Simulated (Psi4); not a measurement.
singlet methylene (CH₂), singlet, geometry from GFN2-xTB; CAM-B3LYP/pcseg-1 (Psi4 1.11).

Here is a job for Psi4.
```
memory 2 GB

molecule mol {
0 1
  C     0.004039    0.001241    0.164635
  H     0.000296    0.877908   -0.500855
  H    -0.024531   -0.885353   -0.486957
}

set basis pcseg-1
set reference rks
set puream false

energy('cam-b3lyp')
print_variables()
```

The log (banner, timings and long lists left out):

```
   => Loading Basis Set <=

    Name: PCSEG-1
    Role: ORBITAL
    Keyword: BASIS

         ---------------------------------------------------------
                                   SCF
               by Justin Turney, Rob Parrish, Andy Simmonett
                          and Daniel G. A. Smith
                              RKS Reference
         ---------------------------------------------------------

  ==> Geometry <==

    Molecular point group: cs
    Full point group: Cs

    Geometry (in Angstrom), charge = 0, multiplicity = 1:

       Center              X                  Y                   Z               Mass
    ------------   -----------------  -----------------  -----------------  -----------------
         C           -0.094736071244     0.000713894640     0.000000000000    12.000000000000
         H            0.570646888765     0.877470129616     0.000000000000     1.007825032230
         H            0.557359281522    -0.885970350794     0.000000000000     1.007825032230

  Running in cs symmetry.

  Rotational constants: A =     22.50929  B =     10.75710  C =      7.27866 [cm^-1]
  Rotational constants: A = 674811.44965  B = 322489.65286  C = 218208.63287 [MHz]
  Nuclear repulsion =    6.069492028162787

  Charge       = 0
  Multiplicity = 1
  Electrons    = 8
  Nalpha       = 4
  Nbeta        = 4

  ==> Algorithm <==

  SCF Algorithm Type is DF.
  DIIS enabled.
  MOM disabled.
  Fractional occupation disabled.
  Guess Type is SAD.
  Energy threshold   = 1.00e-06
  Density threshold  = 1.00e-06
  Integral threshold = 1.00e-12

  ==> Primary Basis <==

  Basis Set: PCSEG-1
    Blend: PCSEG-1
    Number of shells: 12
    Number of basis functions: 25
    Number of Cartesian functions: 25
    Spherical Harmonics?: false
    Max angular momentum: 2

  ==> DFT Potential <==

   => LibXC <=

    Version 7.1.2
    S. Lehtola, C. Steigemann, M. J. T. Oliveira, and M. A. L. Marques,  SoftwareX 7, 1–5 (2018) (10.1016/j.softx.2017.11.002)

   => Composite Functional: CAM-B3LYP <=

    CAM-B3LYP Hyb-GGA Exchange-Correlation Functional

    T. Yanai, D. P. Tew, and N. C. Handy,  Chem. Phys. Lett. 393, 51 (2004) (10.1016/j.cplett.2004.06.011)

    Deriv               =              1
    GGA                 =           TRUE
    Meta                =          FALSE

    Exchange Hybrid     =           TRUE
    MP2 Hybrid          =          FALSE

   => Exchange Functionals <=

    0.3500         Becke 88 [omega = 0.3300]
    0.4600   Short-range recipe for B88 functional - erf [omega = 0.3300]

   => Exact (HF) Exchange <=

    0.4600            HF,LR [omega = 0.3300]
    0.1900               HF

   => Correlation Functionals <=

    0.1900   Vosko, Wilk & Nusair (VWN5)
    0.8100   Lee, Yang & Parr

   => LibXC Density Thresholds  <==

    XC_HYB_GGA_XC_CAM_B3LYP:  1.00E-14

   => Molecular Quadrature <=

    Radial Scheme          =       TREUTLER
    Pruning Scheme         =           NONE
    Nuclear Scheme         =       TREUTLER

    Blocking Scheme        =         OCTREE
    BS radius alpha        =              1
    Pruning alpha          =              1
    Radial Points          =             75
    Spherical Points       =            302
    Total Points           =          66043
    Total Blocks           =            548
    Max Points             =            256
    Max Functions          =             25
    Weights Tolerance      =       1.00E-15

   => Loading Basis Set <=

    Name: (PCSEG-1 AUX)
    Role: JKFIT
    Keyword: DF_BASIS_SCF

  ==> Integral Setup <==

  SCF_SUBTYPE=INCORE selected. In-core MEM_DF algorithm will be used.
  Using in-core AOs.

  ==> MemDFJK: Density-Fitted J/K Matrices <==

    J tasked:                   Yes
    K tasked:                   Yes
    wK tasked:                  Yes
    Omega:                3.300E-01
    Algorithm:                 Core
    Schwarz Cutoff:           1E-12
    Mask sparsity (%):       0.0000
    Fitting Condition:        1E-10

   => Auxiliary Basis Set <=

  Basis Set: (PCSEG-1 AUX)
    Blend: DEF2-UNIVERSAL-JKFIT
    Number of shells: 37
    Number of basis functions: 129
    Number of Cartesian functions: 129
    Spherical Harmonics?: false
    Max angular momentum: 4

  Minimum eigenvalue in the overlap matrix is 3.5406582567E-02.
  Reciprocal condition number of the overlap matrix is 7.2174824382E-03.
    Using symmetric orthogonalization.

  ==> Pre-Iterations <==

  SCF Guess: Superposition of Atomic Densities via on-the-fly atomic UHF (no occupation information).

   -------------------------
    Irrep   Nso     Nmo
   -------------------------
     A'        19      19
     A"         6       6
   -------------------------
    Total      25      25
   -------------------------

  ==> Iterations <==

                           Total Energy        Delta E     RMS |[F,P]|

   @DF-RKS iter SAD:   -38.54495660878051   -3.85450e+01   0.00000e+00
   @DF-RKS iter   1:   -39.05957697700563   -5.14620e-01   1.21480e-02 ADIIS/DIIS
   @DF-RKS iter   2:   -39.08141556726441   -2.18386e-02   8.10311e-03 ADIIS/DIIS
   @DF-RKS iter   3:   -39.09573217554993   -1.43166e-02   2.72133e-04 ADIIS/DIIS
   @DF-RKS iter   4:   -39.09576163151051   -2.94560e-05   5.13933e-05 DIIS
   @DF-RKS iter   5:   -39.09576317154323   -1.54003e-06   8.42710e-06 DIIS
   @DF-RKS iter   6:   -39.09576325297072   -8.14275e-08   1.53589e-06 DIIS
   @DF-RKS iter   7:   -39.09576325547901   -2.50829e-09   1.02110e-07 DIIS
  Energy and wave function converged.

  ==> Post-Iterations <==

   Electrons on quadrature grid:
      Ntotal   =    8.0000002320 ; deviation = 2.320e-07

    Orbital Energies [Eh]
    ---------------------

    Doubly Occupied:

[...]
       4Ap    -0.308581

    Virtual:

[...]
    Final Occupation by Irrep:
             Ap   App
    DOCC [     4,    0 ]
    NA   [     4,    0 ]
    NB   [     4,    0 ]

  @DF-RKS Final Energy:   -39.09576325547901

   => Energetics <=

    Nuclear Repulsion Energy =              6.0694920281627871
    One-Electron Energy =                 -63.6803433253410489
    Two-Electron Energy =                  22.8157065838024380
    DFT Exchange-Correlation Energy =      -4.3006185421031811
    Empirical Dispersion Energy =           0.0000000000000000
    VV10 Nonlocal Energy =                  0.0000000000000000
    Total Energy =                        -39.0957632554790067

Computation Completed

Properties will be evaluated at   0.000000,   0.000000,   0.000000 [a0]

Properties computed using the SCF density matrix

 Multipole Moments:

 ------------------------------------------------------------------------------------
     Multipole            Electronic (a.u.)      Nuclear  (a.u.)        Total (a.u.)
 ------------------------------------------------------------------------------------

 L = 1.  Multiply by 2.5417464519 to convert [e a0] to [Debye]
 Dipole X            :         -0.2442083            1.0574714            0.8132630
 Dipole Y            :          0.0018408           -0.0079687           -0.0061279
 Dipole Z            :          0.0000000            0.0000000            0.0000000
 Magnitude           :                                                    0.8132861

 ------------------------------------------------------------------------------------

  Variable Map:
  ----------------------------------------------------------------------------
[...]
  Array Variable Map:
  ----------------------------------------------------------------------------
[...]
[...]
```
